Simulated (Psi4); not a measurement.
C2H7Al, singlet, geometry from GFN2-xTB (such geometries of metal compounds can be far from the true shape); MP2/6-31G (Psi4).

The Psi4 input:
```
memory 2 GB

molecule {
0 1
  Al    0.35298301   -0.09679108   -0.29438078
  C    -0.54675057   -1.67224407    0.52286895
  H    -0.14101575   -2.60677352    0.11529983
  H    -1.62818961   -1.69634184    0.34377780
  H    -0.42176746   -1.72806399    1.61066284
  C    -0.04540479    1.83461833   -0.02902321
  H     0.68048984    2.45884494   -0.56521044
  H    -0.00927651    2.14534959    1.02183624
  H    -1.03660266    2.12796203   -0.39441129
  H     1.52051514   -0.41693876   -1.26807926
}

set basis 6-31g

energy('mp2')
print_variables()
```

Predict the main parts of the log of this Psi4 run.


```
    SCF Algorithm Type (re)set to DF.

   => Loading Basis Set <=

    Name: 6-31G
    Role: ORBITAL
    Keyword: BASIS

         ---------------------------------------------------------
                                   SCF
               by Justin Turney, Rob Parrish, Andy Simmonett
                          and Daniel G. A. Smith
                              RHF Reference
         ---------------------------------------------------------

  ==> Geometry <==

    Molecular point group: c1
    Full point group: C1

    Geometry (in Angstrom), charge = 0, multiplicity = 1:

       Center              X                  Y                   Z               Mass
    ------------   -----------------  -----------------  -----------------  -----------------
         AL           0.329304596786    -0.090298247324    -0.274633455807    26.981538530000
         C           -0.570428983214    -1.665751237324     0.542616274193    12.000000000000
         H           -0.164694163214    -2.600280687324     0.135047154193     1.007825032230
         H           -1.651868023214    -1.689849007324     0.363525124193     1.007825032230
         H           -0.445445873214    -1.721571157324     1.630410164193     1.007825032230
         C           -0.069083203214     1.841111162676    -0.009275885807    12.000000000000
         H            0.656811426786     2.465337772676    -0.545463115807     1.007825032230
         H           -0.032954923214     2.151842422676     1.041583564193     1.007825032230
         H           -1.060281073214     2.134454862676    -0.374663965807     1.007825032230
         H            1.496836726786    -0.410445927324    -1.248331935807     1.007825032230

  Running in c1 symmetry.

  Rotational constants: A =      0.78842  B =      0.15420  C =      0.13536 [cm^-1]
  Rotational constants: A =  23636.30329  B =   4622.65306  C =   4058.03532 [MHz]
  Nuclear repulsion =   94.949284358789583

  Charge       = 0
  Multiplicity = 1
  Electrons    = 32
  Nalpha       = 16
  Nbeta        = 16

  ==> Algorithm <==

  SCF Algorithm Type is DF.
  DIIS enabled.
  MOM disabled.
  Fractional occupation disabled.
  Guess Type is SAD.
  Energy threshold   = 1.00e-08
  Density threshold  = 1.00e-08
  Integral threshold = 1.00e-12

  ==> Primary Basis <==

  Basis Set: 6-31G
    Blend: 6-31G
    Number of shells: 31
    Number of basis functions: 45
    Number of Cartesian functions: 45
    Spherical Harmonics?: false
    Max angular momentum: 1

   => Loading Basis Set <=

    Name: (6-31G AUX)
    Role: JKFIT
    Keyword: DF_BASIS_SCF

  ==> Integral Setup <==

  SCF_SUBTYPE=INCORE selected. In-core MEM_DF algorithm will be used.
  Using in-core AOs.

  ==> MemDFJK: Density-Fitted J/K Matrices <==

    J tasked:                   Yes
    K tasked:                   Yes
    wK tasked:                   No
    Algorithm:                 Core
    Schwarz Cutoff:           1E-12
    Mask sparsity (%):       0.9877
    Fitting Condition:        1E-10

   => Auxiliary Basis Set <=

  Basis Set: (6-31G AUX)
    Blend: CC-PVDZ-JKFIT
    Number of shells: 147
    Number of basis functions: 467
    Number of Cartesian functions: 467
    Spherical Harmonics?: false
    Max angular momentum: 3

  Minimum eigenvalue in the overlap matrix is 1.9213875041E-02.
  Reciprocal condition number of the overlap matrix is 4.0405496129E-03.
    Using symmetric orthogonalization.

  ==> Pre-Iterations <==

  SCF Guess: Superposition of Atomic Densities via on-the-fly atomic UHF (no occupation information).

   -------------------------
    Irrep   Nso     Nmo
   -------------------------
     A         45      45
   -------------------------
    Total      45      45
   -------------------------

  ==> Iterations <==

                           Total Energy        Delta E     RMS |[F,P]|

   @DF-RHF iter SAD:  -320.59687290130864   -3.20597e+02   0.00000e+00
   @DF-RHF iter   1:  -321.55039016880767   -9.53517e-01   9.58553e-03 DIIS/ADIIS
   @DF-RHF iter   2:  -321.64172809906677   -9.13379e-02   4.17734e-03 DIIS/ADIIS
   @DF-RHF iter   3:  -321.66061907247774   -1.88910e-02   4.92587e-04 DIIS/ADIIS
   @DF-RHF iter   4:  -321.66129665674566   -6.77584e-04   8.60195e-05 DIIS
   @DF-RHF iter   5:  -321.66131725403039   -2.05973e-05   1.09223e-05 DIIS
   @DF-RHF iter   6:  -321.66131766526826   -4.11238e-07   2.27790e-06 DIIS
   @DF-RHF iter   7:  -321.66131768367097   -1.84027e-08   3.16751e-07 DIIS
   @DF-RHF iter   8:  -321.66131768397298   -3.02009e-10   3.95523e-08 DIIS
   @DF-RHF iter   9:  -321.66131768397781   -4.83169e-12   6.22315e-09 DIIS
  Energy and wave function converged.

  ==> Post-Iterations <==

    Orbital Energies [Eh]
    ---------------------

    Doubly Occupied:

       1A    -58.461485     2A    -11.192698     3A    -11.192693
       4A     -4.888565     5A     -3.202697     6A     -3.201100
       7A     -3.199665     8A     -0.920575     9A     -0.911647
      10A     -0.544384    11A     -0.534204    12A     -0.528130
      13A     -0.528079    14A     -0.527567    15A     -0.398381
      16A     -0.395937

    Virtual:

      17A      0.062631    18A      0.137698    19A      0.159482
      20A      0.192862    21A      0.265314    22A      0.271996
      23A      0.314232    24A      0.317251    25A      0.323845
      26A      0.349962    27A      0.368980    28A      0.400266
      29A      0.457744    30A      0.517276    31A      0.753088
      32A      0.869754    33A      0.881789    34A      0.892579
      35A      0.906807    36A      0.916597    37A      1.217707
      38A      1.218075    39A      1.221082    40A      1.226619
      41A      1.262614    42A      1.291584    43A      1.296491
      44A      1.377681    45A      1.410575

    Final Occupation by Irrep:
              A
    DOCC [    16 ]
    NA   [    16 ]
    NB   [    16 ]

  @DF-RHF Final Energy:  -321.66131768397781

   => Energetics <=

    Nuclear Repulsion Energy =             94.9492843587895834
    One-Electron Energy =                -631.9655883320623388
    Two-Electron Energy =                 215.3549862892949989
    Total Energy =                       -321.6613176839778134

Computation Completed

Properties will be evaluated at   0.000000,   0.000000,   0.000000 [a0]

Properties computed using the SCF density matrix

 Multipole Moments:

 ------------------------------------------------------------------------------------
     Multipole            Electronic (a.u.)      Nuclear  (a.u.)        Total (a.u.)
 ------------------------------------------------------------------------------------

 L = 1.  Multiply by 2.5417464519 to convert [e a0] to [Debye]
 Dipole X            :          1.2032771           -1.4318630           -0.2285859
 Dipole Y            :         -0.3299493            0.3926296            0.0626803
 Dipole Z            :         -1.0035090            1.1941451            0.1906361
 Magnitude           :                                                    0.3041750

 ------------------------------------------------------------------------------------

  //>>>>>>>>>>>>>>>>>>>>>>>>>>>>>>>>>>>//
  //               DFMP2               //
  //<<<<<<<<<<<<<<<<<<<<<<<<<<<<<<<<<<<//

   => Loading Basis Set <=

    Name: (6-31G AUX)
    Role: RIFIT
    Keyword: DF_BASIS_MP2

	 --------------------------------------------------------
	                          DF-MP2
	      2nd-Order Density-Fitted Moller-Plesset Theory

	        Rob Parrish, Justin Turney, Andy Simmonett,
	           Ed Hohenstein, and C. David Sherrill
	 --------------------------------------------------------

   => Auxiliary Basis Set <=

  Basis Set: (6-31G AUX)
    Blend: CC-PVDZ-RI
    Number of shells: 102
    Number of basis functions: 286
    Number of Cartesian functions: 327
    Spherical Harmonics?: true
    Max angular momentum: 3

	 --------------------------------------------------------
	                 NBF =    45, NAUX =   286
	 --------------------------------------------------------
	   CLASS    FOCC     OCC    AOCC    AVIR     VIR    FVIR
	   PAIRS       0      16      16      29      29       0
	 --------------------------------------------------------

	-----------------------------------------------------------
	 ==================> DF-MP2 Energies <====================
	-----------------------------------------------------------
	 Reference Energy          =    -321.6613176839778134 [Eh]
	 Singles Energy            =      -0.0000000000000000 [Eh]
	 Same-Spin Energy          =      -0.0421604152559591 [Eh]
	 Opposite-Spin Energy      =      -0.1856101062774089 [Eh]
	 Correlation Energy        =      -0.2277705215333680 [Eh]
	 Total Energy              =    -321.8890882055112002 [Eh]
	-----------------------------------------------------------
	 ================> DF-SCS-MP2 Energies <==================
	-----------------------------------------------------------
	 SCS Same-Spin Scale       =       0.3333333333333333 [-]
	 SCS Opposite-Spin Scale   =       1.2000000000000000 [-]
	 SCS Same-Spin Energy      =      -0.0140534717519864 [Eh]
	 SCS Opposite-Spin Energy  =      -0.2227321275328907 [Eh]
	 SCS Correlation Energy    =      -0.2367855992848771 [Eh]
	 SCS Total Energy          =    -321.8981032832626852 [Eh]
	-----------------------------------------------------------

  Variable Map:
  ----------------------------------------------------------------------------
  "CURRENT CORRELATION ENERGY"           =>      -0.227770521533
  "CURRENT ENERGY"                       =>    -321.889088205511
  "CURRENT REFERENCE ENERGY"             =>    -321.661317683978
  "CUSTOM SCS-MP2 CORRELATION ENERGY"    =>      -0.236785599285
  "CUSTOM SCS-MP2 TOTAL ENERGY"          =>    -321.898103283263
  "DD SOLVATION ENERGY"                  =>       0.000000000000
  "HF KINETIC ENERGY"                    =>     321.770796443843
  "HF POTENTIAL ENERGY"                  =>    -643.432114127821
  "HF TOTAL ENERGY"                      =>    -321.661317683978
  "HF VIRIAL RATIO"                      =>       1.999659761666
  "MP2 CORRELATION ENERGY"               =>      -0.227770521533
  "MP2 DOUBLES ENERGY"                   =>      -0.227770521533
  "MP2 OPPOSITE-SPIN CORRELATION ENERGY" =>      -0.185610106277
  "MP2 SAME-SPIN CORRELATION ENERGY"     =>      -0.042160415256
  "MP2 SINGLES ENERGY"                   =>      -0.000000000000
  "MP2 TOTAL ENERGY"                     =>    -321.889088205511
  "NUCLEAR REPULSION ENERGY"             =>      94.949284358790
  "ONE-ELECTRON ENERGY"                  =>    -631.965588332062
  "PCM POLARIZATION ENERGY"              =>       0.000000000000
  "PE ENERGY"                            =>       0.000000000000
  "SCF ITERATION ENERGY"                 =>    -321.661317683978
  "SCF ITERATIONS"                       =>       9.000000000000
  "SCF TOTAL ENERGY"                     =>    -321.661317683978
  "SCS-MP2 CORRELATION ENERGY"           =>      -0.236785599285
  "SCS-MP2 TOTAL ENERGY"                 =>    -321.898103283263
  "TWO-ELECTRON ENERGY"                  =>     215.354986289295

  Array Variable Map:
  ----------------------------------------------------------------------------
  "CURRENT DIPOLE"                       =>      -0.228585911905 ... 0.190636090920 1 by 3
  "SCF DIPOLE"                           =>      -0.228585911905 ... 0.190636090920 1 by 3
  "SCF TOTAL ENERGIES"                   =>    -320.596872901309 ... -321.661317683978 1 by 10
```
